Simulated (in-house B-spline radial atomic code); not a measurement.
Relativistic effects in Tc26+, [Ne] 3s2 3p5: non-relativistic Hartree-Fock (point nucleus) against Dirac-Hartree-Fock (Fermi nucleus of rms radius 4.41117 fm), both averages of the configuration, computed with a B-spline radial code for spherical atoms.

```csv
orbital,ε NR (Eh),ε Dirac (Eh),<r> NR (bohr),<r> Dirac (bohr),change of <r> (%)
1s1/2,-802.19,?,0.03544,?,?
2s1/2,-151.94,-156.98,0.1525,0.1472,-3.4
2p1/2,-143.57,-148.02,0.1308,0.1257,-4.0
2p3/2,-143.57,?,0.1308,?,?
3s1/2,-55.102,-56.444,0.3808,0.3714,-2.5
3p1/2,-51.938,-53.101,0.3675,0.3582,-2.5
3p3/2,-51.938,-52.103,0.3675,0.3653,-0.6
```

Q: What happens to 1s1/2?

A: Its energy goes to -822.47 hartree and <r> to 0.03427 bohr (-3.30 %).

Q: What happens to 2p3/2?

A: Its energy goes to -143.57 hartree and <r> to 0.1301 bohr (-0.57 %).

Q: What explains the pattern of contraction and expansion?

A: The s and p1/2 orbitals contract directly, as their density near the nucleus moves at relativistic speed. Nothing expands appreciably in this ion.

Q: By how much does the total energy change?

A: By -79.169 hartree, from -3753.408 to -3832.578.
